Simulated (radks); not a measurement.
Q: These are the eigenvalues of the occupied orbitals of an atom or ion with whole-number occupations (hartree). Method: scalar-relativistic Kohn-Sham, r2SCAN, spin-polarised, spherical densities, finite nucleus; meta-GGA in the generalised Kohn-Sham scheme; Fermi nuclear charge, rms radius of each element as measured or else 0.836 A^(1/3) + 0.57 fm; computed with a radial shooting solver on a logarithmic mesh with Libxc functionals.

1s up: -1265.886
1s down: -1265.881
2s up: -198.1250
2s down: -198.1241
2p up: -177.7192
2p down: -177.7158
3s up: -41.22074
3s down: -41.21793
3p up: -34.58818
3p down: -34.58438
3d up: -24.76654
3d down: -24.76254
4s up: -7.98672
4s down: -7.97767
4p up: -5.87441
4p down: -5.86616
4d up: -2.78537
4d down: -2.77325
5s up: -1.27830
5s down: -1.19584
5p up: -0.80233
5p down: -0.72089
6s up: -0.27346

Which element is it, and in what charge state? The configuration may be excited. Open shells, if any, are filled with parallel spins first.

A: Z = 54, xenon, charge +1: Xe+ in [Kr] 4d10 5s2 5p4 6s1. The list shows which subshells hold electrons but not how many an open one holds; the 1s level, -1265.9 hartree, gives Z - s = 50.3 by -(Z - s)^2/2, which with screening and relativity narrows Z to a few neighbours, and the depths of the outer levels then fix element, charge and occupations together.
